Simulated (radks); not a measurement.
Problem. The mean radii <r> (bohr) of the occupied orbitals of an atom or ion are listed with their occupations. All-electron calculation, scalar-relativistic Kohn-Sham, BLYP, spin-polarised, spherical densities, finite nucleus; Fermi nuclear charge, rms radius of each element as measured or else 0.836 A^(1/3) + 0.57 fm. Program: a radial shooting solver on a logarithmic mesh with Libxc functionals.

| orbital | occ. | <r> |
|---|---|---|
| 1s up | 1 | 0.03428 |
| 1s down | 1 | 0.03428 |
| 2s up | 1 | 0.1496 |
| 2s down | 1 | 0.1496 |
| 2p up | 3 | 0.1304 |
| 2p down | 3 | 0.1303 |
| 3s up | 1 | 0.4156 |
| 3s down | 1 | 0.4155 |
| 3p up | 3 | 0.4165 |
| 3p down | 3 | 0.4164 |
| 3d up | 5 | 0.3992 |
| 3d down | 5 | 0.3990 |
| 4s up | 1 | 1.059 |
| 4s down | 1 | 1.054 |
| 4p up | 3 | 1.174 |
| 4p down | 3 | 1.170 |
| 4d up | 5 | 1.661 |
| 5s up | 1 | 2.968 |

Name the element and its charge. Open shells, if any, are filled with parallel spins first.

Solution. Z = 43, technetium, charge +1: Tc+ in [Kr] 4d5 5s1. The 1s radius gives Z: for a bare nucleus <r> = (2 gamma + 1)/(2Z) with gamma = sqrt(1 - (Z/c)^2), 0.03371 bohr for Z = 43, and screening makes it slightly larger (0.03428 here). The occupations add up to 42, and the charge is Z minus that.
